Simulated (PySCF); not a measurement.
Correlation energy of Ge⁺ (germanium, charge +1)

[Ar] 3d10 4s1 4p2, high-spin 4P determinant (an excited configuration). Computed with PySCF 2.14 in def2-TZVPPD, with the non-relativistic Hamiltonian (point nucleus). Frozen: [Ne]; 21 electrons correlated.

| level | correlation energy (mhartree) |
| --- | --- |
| CCSD | -252.44 |
| (T) | -5.18 |
| CCSD(T) | -257.62 |

Diagnostics: T1 = 0.0065, D1 = 0.0144, largest double amplitude 0.027.

**Question.** Is a single reference adequate?

**Answer.** Yes, within this model without spin-orbit coupling: T1 lies below 0.03 and no double amplitude reaches 0.07.

This basis was not built for core-valence correlation, so the inner-shell part is incomplete.
